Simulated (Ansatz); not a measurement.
```yaml
crystal:
  periodic: [false, false, false]
  atoms:
    - {symbol: N, position_ang: [-0.473475, 0.240735, -0.418136]}
    - {symbol: Si, position_ang: [-0.221807, -1.071876, 0.632688]}
    - {symbol: Br, position_ang: [1.905488, -0.565898, 1.279005]}
    - {symbol: H, position_ang: [0.188317, 0.974134, -0.625704]}
    - {symbol: H, position_ang: [-1.348623, 0.349305, -0.909253]}
basis:
  gaussian: {orbitals: cc-pVTZ, point_charges: [{charge: 0.50, position_ang: [4.859, 0.782, -0.560]}]}
magnetization: {spin_polarized: true, initial_magnetization: 6}
hamiltonian: {xc: {name: CAM-B3LYP}, dispersion: d3bjatm, pseudopotentials: {relativity: scalar}}
accuracy: high
output: {forces: true}
```

```sh
$ ansatz run in.yaml --threads 4 --pin off --events-out ev --progress --plain --max-ram 10444MiB
```

Output, abridged:

```
Functional definition: CAM-B3LYP
2209 factors; integrals over basis functions are off by at most 4.8e-9 eV
397 factors; integrals over basis functions are off by at most 1.8e-9 eV
mean field evaluation 1: about -80107.4203 eV, gradient 5.1e1 eV
mean field evaluation 2: about -79998.5079 eV, gradient 1.2e2 eV
mean field evaluation 4: about -80123.2451 eV, gradient 1.0e1 eV
mean field evaluation 8: about -80124.2298 eV, gradient 5.5e-1 eV
mean field evaluation 16: about -80124.3551 eV, gradient 4.5e-2 eV
mean field evaluation 32: about -80124.3584 eV, gradient 2.1e-5 eV
mean field -80124.35835941 eV, -2944.5158594677 hartree, gradient 2.7e-8 eV, S^2 12.005938; 4 other end points of the search recorded, 0 dependent functions left out
reference -80124.35837526 eV, -2944.5158600500 hartree; 32, 26 occupied and 103, 109 virtual orbitals, 2209 factors
Total energy: -80124.46010985 eV, -2944.5195987274 hartree
Relativity: scalar
Atom 0 at    -0.473475     0.240735    -0.418136 Å, force    -1.566359     2.054545    -2.122111 eV/Å
Atom 1 at    -0.221807    -1.071876     0.632688 Å, force    -3.723515    -5.405871     2.057286 eV/Å
Atom 2 at     1.905488    -0.565898     1.279005 Å, force     5.287410     0.933273     1.825570 eV/Å
Atom 3 at     0.188317     0.974134    -0.625704 Å, force     1.777634     1.990305    -0.581889 eV/Å
Atom 4 at    -1.348623     0.349305    -0.909253 Å, force    -1.768512     0.439335    -1.187544 eV/Å
Dipole moment:     0.115964    -0.029674     0.142835 e Å
```

In this input the spin is set far too high for this molecule. The run converged. The result belongs to that input, not to the molecule as meant.
